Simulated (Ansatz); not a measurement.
```xyz
9

O    -1.8522    1.4115   -0.2155
P    -0.3027    1.4293    0.2516
O    -0.2357   -0.0971    1.1151
O     0.4792    0.8400   -0.9653
In    1.1960   -1.0676   -0.4319
H    -2.0389    0.7307   -0.8761
H    -0.2764   -0.0171    2.0729
H     2.7379   -0.9600    0.2892
H     0.2927   -2.2696   -1.2400
```

The species carries charge 0 and has multiplicity 1. In: def2 effective core potential.

(1) List the PBE/def2-TZVPP orbital energies in eV (Ansatz). (Best estimate.)

Results:

(1) Ansatz gave: Occupied: -2077.93, -511.30, -510.64, -509.73, -172.87, -124.42, -124.37, -124.19, -122.06, -79.78, -79.58, -79.50, -26.52, -25.43, -24.07, -19.03, -18.93, -18.83, -18.79, -18.77, -15.23, -13.76, -12.06, -10.67, -10.27, -9.72, -8.60, -8.18, -7.94, -7.36, -7.20, -5.80. Lowest empty: -1.87, -0.83, -0.39, -0.09, 0.13, 0.80, 1.10, 1.58.
